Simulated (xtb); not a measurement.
Species: CH6OSi2, SMILES `OC(=[SiH2])[SiH3]` (charge 0, multiplicity 1).

**Question.** Give a relaxed geometry from GFN2-xTB run with xtb 6.7.1.

**Answer.** One answer among several that fit: the end point of this relaxation, one of several conformers (outside a Z-matrix the atoms follow the SMILES, hydrogens last).
Z-matrix (Å, degrees):
```
C
O 1 1.4191
H 2 0.9608 1 108.58
Si 1 1.7733 2 114.38 3 165.98
H 4 1.4537 1 124.92 2 -3.14
H 4 1.4538 5 115.08 1 179.19
Si 1 1.8712 2 117.32 3 -18.51
H 7 1.4609 1 108.11 2 175.49
H 7 1.4732 8 110.57 1 -123.73
H 7 1.4766 8 111.12 9 -116.50
```
